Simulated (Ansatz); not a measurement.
Steps of a relaxation of CH6BNSi (`C=NB[SiH3]`) with RKS PBE-D4/def2-SVP.

```sh
$ ansatz run in.yaml --threads 2 --pin off --events-out ev --progress --plain --max-ram 4352MiB
```

```yaml
crystal:
  periodic: [false, false, false]
  atoms:
    - {symbol: C, position_ang: [-0.786900, 1.861000, -0.954600]}
    - {symbol: N, position_ang: [-0.346600, 1.133400, -0.063900]}
    - {symbol: B, position_ang: [-0.055200, -0.314400, -0.343500]}
    - {symbol: Si, position_ang: [0.793300, -1.402600, 1.082800]}
    - {symbol: H, position_ang: [-1.043400, 1.538100, -1.988500]}
    - {symbol: H, position_ang: [-1.049200, 2.957700, -0.729200]}
    - {symbol: H, position_ang: [-0.191700, -0.791200, -1.389700]}
    - {symbol: H, position_ang: [0.980500, -2.759700, 0.576300]}
    - {symbol: H, position_ang: [-0.217100, -1.436500, 2.258300]}
    - {symbol: H, position_ang: [1.999400, -0.836900, 1.554800]}
basis:
  gaussian: {orbitals: def2-SVP}
hamiltonian: {xc: pbe, dispersion: d4}
relax: {f_tol: 0.03, max_steps: 200}
```

Positions (Å) and forces (eV/Å) along the path, 13 of 19 steps:

```xyz
10
step=1 energy=-11163.3053 eV
C    -0.787    1.861   -0.955   -1.773    2.976   -1.992
N    -0.347    1.133   -0.064    1.446   -3.095    2.508
B    -0.055   -0.314   -0.344    0.412    1.955    1.304
Si    0.793   -1.403    1.083   -2.232   -0.277    0.342
H    -1.043    1.538   -1.988    0.043   -0.133   -0.433
H    -1.049    2.958   -0.729    0.295   -0.703   -0.270
H    -0.192   -0.791   -1.390   -0.561   -0.499   -1.691
H     0.981   -2.760    0.576    0.265   -0.864   -0.091
H    -0.217   -1.437    2.258    0.430   -0.076   -0.333
H     1.999   -0.837    1.555    1.675    0.715    0.655
10
step=2 energy=-11163.4321 eV
C    -0.928    1.859   -0.937    1.571    1.251   -1.727
N    -0.394    1.132   -0.039    0.255   -1.012    0.552
B     0.040   -0.253   -0.379   -1.328    0.439    0.265
Si    0.788   -1.425    1.089   -0.302   -0.092   -0.005
H    -0.918    1.587   -2.063   -0.504   -0.068    0.839
H    -1.051    2.979   -0.769   -0.661   -0.748    0.196
H    -0.357   -0.736   -1.441    0.253    0.081   -0.101
H     1.019   -2.841    0.665    0.075   -0.156   -0.087
H    -0.168   -1.484    2.274    0.031    0.108   -0.212
H     2.052   -0.870    1.603    0.610    0.197    0.280
10
step=3 energy=-11163.6435 eV
C    -0.814    1.874   -0.939    0.567   -1.252    1.392
N    -0.518    1.023    0.014   -0.235    0.800   -1.303
B    -0.085   -0.309   -0.413   -0.215    0.193    0.464
Si    0.814   -1.371    1.056   -0.013   -0.193   -0.033
H    -0.858    1.554   -2.004    0.086    0.274   -0.244
H    -0.999    2.930   -0.661   -0.230    0.146   -0.205
H    -0.387   -0.798   -1.493   -0.119    0.061   -0.113
H     1.050   -2.808    0.662    0.038   -0.019    0.089
H    -0.222   -1.325    2.166    0.124   -0.089   -0.026
H     2.102   -0.822    1.613   -0.003    0.080   -0.022
10
step=5 energy=-11163.8543 eV
C    -0.749    1.894   -0.958   -0.151    0.011    0.340
N    -0.683    1.022   -0.005    0.389   -0.462   -1.277
B    -0.212   -0.323   -0.342   -0.327    0.407    0.446
Si    0.811   -1.390    1.057   -0.111    0.054    0.093
H    -0.484    1.668   -2.042    0.080    0.279    0.625
H    -1.123    2.926   -0.726    0.071   -0.248   -0.213
H    -0.564   -0.832   -1.401   -0.132   -0.059    0.111
H     1.106   -2.805    0.638    0.031   -0.008   -0.033
H    -0.117   -1.453    2.261    0.122   -0.023   -0.092
H     2.098   -0.759    1.521    0.028    0.047    0.000
10
step=6 energy=-11163.9905 eV
C    -0.710    1.913   -0.978   -0.298    0.447    0.387
N    -0.714    1.014   -0.053    0.587   -0.839   -1.588
B    -0.277   -0.349   -0.322   -0.354    0.509    0.491
Si    0.819   -1.385    1.051   -0.116    0.102    0.130
H    -0.338    1.759   -2.047   -0.008    0.156    0.839
H    -1.141    2.928   -0.739    0.184   -0.393   -0.277
H    -0.722   -0.921   -1.317   -0.130   -0.020    0.236
H     1.180   -2.777    0.607    0.014    0.002   -0.050
H    -0.091   -1.522    2.266    0.111   -0.013   -0.136
H     2.076   -0.709    1.535    0.010    0.050   -0.032
10
step=10 energy=-11164.8733 eV
C    -0.577    2.014   -1.032   -0.110   -0.940    0.030
N    -0.646    0.812   -0.595    0.538    0.439   -0.246
B    -0.463   -0.523   -0.314   -0.468    0.385   -0.334
Si    0.788   -1.337    1.075   -0.040    0.202   -0.126
H     0.071    2.271   -1.913   -0.098   -0.097    0.373
H    -1.188    2.858   -0.622    0.056   -0.355    0.057
H    -1.170   -1.352   -0.918    0.143    0.387    0.238
H     1.306   -2.641    0.525    0.032   -0.017    0.019
H    -0.011   -1.658    2.314    0.015   -0.004    0.006
H     1.974   -0.494    1.484   -0.069    0.001   -0.017
10
step=11 energy=-11164.9215 eV
C    -0.541    1.978   -1.031   -0.014   -0.007   -0.137
N    -0.609    0.777   -0.640    0.244   -0.046   -0.012
B    -0.520   -0.540   -0.309   -0.218    0.138   -0.034
Si    0.782   -1.318    1.045   -0.143    0.147    0.057
H     0.222    2.301   -1.786   -0.275   -0.122    0.064
H    -1.246    2.769   -0.676    0.227   -0.195    0.154
H    -1.307   -1.328   -0.830    0.174    0.113   -0.086
H     1.359   -2.597    0.493    0.012    0.003   -0.009
H     0.015   -1.676    2.295    0.051   -0.030    0.034
H     1.928   -0.417    1.441   -0.059   -0.002   -0.031
10
step=12 energy=-11164.9520 eV
C    -0.527    1.946   -1.052    0.044    0.400    0.456
N    -0.584    0.743   -0.676    0.088    0.371   -0.277
B    -0.554   -0.559   -0.336   -0.195   -0.457    0.149
Si    0.736   -1.280    1.058    0.104   -0.125   -0.013
H     0.197    2.274   -1.842   -0.305   -0.056    0.120
H    -1.130    2.744   -0.524    0.269   -0.385   -0.408
H    -1.333   -1.337   -0.881    0.095    0.116    0.064
H     1.374   -2.527    0.494    0.025    0.014    0.000
H     0.047   -1.721    2.333   -0.027    0.106   -0.086
H     1.857   -0.335    1.428   -0.099    0.017   -0.005
10
step=13 energy=-11164.9707 eV
C    -0.477    1.930   -1.010   -0.169    0.453    0.099
N    -0.564    0.717   -0.680    0.014    0.143   -0.177
B    -0.587   -0.590   -0.346   -0.053   -0.279    0.139
Si    0.722   -1.274    1.045    0.119   -0.068   -0.018
H     0.204    2.269   -1.832   -0.157   -0.086    0.198
H    -1.087    2.723   -0.489    0.287   -0.345   -0.246
H    -1.373   -1.361   -0.884    0.034    0.137    0.031
H     1.408   -2.504    0.493    0.020    0.039    0.037
H     0.044   -1.708    2.328    0.009    0.084   -0.082
H     1.792   -0.253    1.378   -0.105   -0.079    0.020
10
step=15 energy=-11164.9824 eV
C    -0.473    1.931   -1.023    0.032   -0.004    0.013
N    -0.533    0.718   -0.688   -0.074   -0.016   -0.063
B    -0.580   -0.588   -0.335    0.017   -0.026    0.032
Si    0.730   -1.296    1.042    0.068    0.045   -0.058
H     0.137    2.260   -1.893    0.042    0.016    0.036
H    -1.026    2.718   -0.466   -0.034   -0.018   -0.022
H    -1.410   -1.315   -0.856   -0.039    0.028    0.035
H     1.478   -2.488    0.497    0.006   -0.002    0.014
H     0.022   -1.749    2.296   -0.021    0.008   -0.014
H     1.740   -0.243    1.429    0.003   -0.031    0.027
10
step=16 energy=-11164.9860 eV
C    -0.469    1.928   -1.025    0.003   -0.042   -0.005
N    -0.540    0.710   -0.705   -0.020    0.070   -0.030
B    -0.589   -0.590   -0.334   -0.017   -0.018   -0.002
Si    0.737   -1.283    1.030    0.011   -0.034    0.044
H     0.172    2.268   -1.867   -0.014   -0.002   -0.005
H    -1.046    2.705   -0.481    0.015   -0.001    0.016
H    -1.436   -1.322   -0.823    0.026    0.022   -0.005
H     1.485   -2.476    0.487    0.001   -0.004   -0.003
H     0.017   -1.741    2.274   -0.006   -0.014    0.007
H     1.753   -0.250    1.447    0.000    0.023   -0.016
10
step=17 energy=-11164.9865 eV
C    -0.470    1.927   -1.026    0.033   -0.039    0.012
N    -0.539    0.710   -0.703   -0.029    0.024   -0.019
B    -0.589   -0.590   -0.333   -0.005    0.004   -0.019
Si    0.736   -1.286    1.032    0.009   -0.008    0.007
H     0.165    2.265   -1.873   -0.005    0.003   -0.009
H    -1.035    2.707   -0.474   -0.013    0.006    0.007
H    -1.434   -1.320   -0.827    0.004    0.013    0.004
H     1.489   -2.476    0.490    0.002    0.001    0.000
H     0.015   -1.746    2.275   -0.002   -0.008    0.012
H     1.744   -0.241    1.440    0.005    0.004    0.004
10
step=19 energy=-11164.9866 eV
C    -0.470    1.929   -1.029    0.009   -0.020    0.016
N    -0.539    0.712   -0.704   -0.005    0.020   -0.012
B    -0.587   -0.588   -0.332   -0.006   -0.010   -0.001
Si    0.737   -1.288    1.034   -0.001   -0.005    0.002
H     0.161    2.266   -1.879    0.001    0.004   -0.007
H    -1.037    2.709   -0.476   -0.003    0.004   -0.002
H    -1.434   -1.315   -0.825    0.003    0.002    0.005
H     1.490   -2.477    0.490    0.003   -0.002   -0.004
H     0.016   -1.753    2.276   -0.002   -0.001    0.000
H     1.747   -0.247    1.448    0.003    0.008    0.002
```

Run time 52 s (2 threads of an Intel Xeon Platinum 8259CL on a shared host); peak host memory 0.17 GiB.
